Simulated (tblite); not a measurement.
Species: C4H7FOSi2 (charge -1 and doublet state).
Structure used (GFN2-xTB), in Å, numbered top down from 1:
```
atom  x, y, z in Å
F1     0.8964   -1.4167    2.1044
C2     1.3578   -0.7222    1.0193
C3     0.7046   -0.6283   -0.2155
Si4   -1.1137   -0.7234   -0.6175
Si5   -2.8496    0.7857   -0.3462
O6     1.5282    0.1694   -1.0134
C7     2.6460    0.4939   -0.2842
C8     2.5762   -0.0459    0.9735
H9    -1.1018   -1.0242   -2.0797
H10   -1.5359   -1.9754    0.0607
H11   -3.0609    1.0770    1.0913
H12   -4.2817    0.7688   -0.7917
H13   -2.4579    2.0996   -0.9131
H14    3.3785    1.1128   -0.7639
H15    3.3094    0.0369    1.7541
```

Method: GFN2-xTB as coded in tblite; computed harmonic values from a numerical Hessian at the method's own geometry, unscaled. This tight-binding method is rough: wavenumbers can miss measured ones by several per cent, in bad cases by 10 to 20. Modes of hydrogen on silicon can be 10 to 20 % off. One conformer, not necessarily the lowest. Open shells enter through the occupations alone, without spin polarisation, and single modes of such species can be off by tens of per cent.

Harmonic wavenumbers (cm⁻¹): 42.7, 65.3, 68.2, 146.3, 168.6, 283.0, 315.9, 333.4, 373.2, 410.8, 454.7, 478.7, 504.5, 546.2, 556.1, 624.4, 718.4, 746.2, 763.7, 792.6, 816.8, 822.5, 872.5, 920.0, 998.0, 1010.6, 1088.9, 1120.3, 1199.0, 1400.8, 1442.1, 1494.0, 1865.6, 1945.3, 2014.0, 2036.5, 2058.5, 3123.1, 3142.6.

A = 2462, B = 775.6, C = 670.9 MHz; mass 146.002 u (most abundant isotopes); point group C1, symmetry number 1; spin multiplicity 2.

Q: What is the zero-point energy?

A: Half the sum of the wavenumbers: 18882 cm⁻¹ = 53.99 kcal/mol.

Q: Entropy at 200 K, 1 bar (ideal gas, RRHO, classical rotation)?

A: Translation 38.89, rotation 28.72, vibration 19.98, spin (R ln 2) 1.38: S = 89.0 cal/(mol K).

Q: And Cp and H(200 K) − H(0)?

A: Cp = 29.59 cal/(mol K), of which vibrations give 21.65 (their classical limit is 39 R = 77.5); H(200 K) − H(0) = 3.72 kcal/mol without the zero-point energy, 2.13 from vibrations.

Q: How do the functions run with temperature in this model?

A: 
```
 T (K)  S (cal/(mol K))  Cp (cal/(mol K))  H − H(0) (kcal/mol)  G − H(0) (kcal/mol)  ln q(vib)
   150             81.3              24.0                 2.39                -9.81       3.35
   250             96.2              35.0                 5.34               -18.70       6.03
298.15            102.7              39.7                 7.14               -23.49       7.33
   400            115.6              48.2                11.64               -34.62      10.07
   600            137.5              59.7                22.52               -60.01      15.22
   900            163.8              69.6                42.07              -105.38      22.19
```

q(vib) and H(0) count from the zero-point level.

Q: Which modes carry the vibrational entropy at 200 K?

A: 42.7 cm⁻¹: 4.34; 65.3 cm⁻¹: 3.51; 68.2 cm⁻¹: 3.42; 146.3 cm⁻¹: 1.97; 168.6 cm⁻¹: 1.72; 283.0 cm⁻¹: 0.89 cal/(mol K); the other 33 give 4.13 together.

Q: What must be added to the electronic energy to get the Gibbs energy at 200 K and 1 bar?

A: ZPE + [H(200 K) − H(0)] − T·S = 53.99 + 3.72 − 17.79 = 39.92 kcal/mol.

Q: Blend soft modes into free rotors: weight 1/[1 + (100 cm⁻¹/ν̃)⁴] for the oscillator and the rest for a rotor with moment μB/(μ + B), μ = h/(8π²ν), B = 10⁻⁴⁴ kg m². What vibrational entropy results?

A: 18.04 cal/(mol K) in place of 19.98, which changes −T·S at 200 K by +0.39 kcal/mol.

Hindered rotation and anharmonicity are outside this model. Other conformers, if any are populated, would add a mixing term that is left out. The structure is chiral; the term R ln 2 for an equal mix with its mirror image is left out.

Time: 0.52 s. Hardware: an Arm Neoverse V2 with one thread, shared host with 96 logical CPUs at a one-minute load of 39. The figure is for the frequency step alone.
